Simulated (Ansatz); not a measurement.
Ansatz results at the PBE0-D4/def2-TZVP geometry: HOMO energy (ωB97M-V/def2-TZVPP) -9.21 eV; HOMO energy (B3LYP/def2-TZVPP) -7.12 eV; size of the dipole moment (ωB97M-V/def2-TZVPP) 1.06 D.

(1) Which molecule gave them?
A. `BB(C)O`
B. `B[SiH](Cl)[SnH3]`
C. `CBC(C)=S`
D. `[I][Al]1[CH2][CH2]1`

Results:

(1) B. The others give `BB(C)O`: -9.95, -7.49, 0.99; `CBC(C)=S`: -9.11, -6.77, 2.26; `[I][Al]1[CH2][CH2]1`: -8.25, -5.90, 0.17.

B3LYP here is the variant with VWN-RPA as its local correlation; programs differ in this.
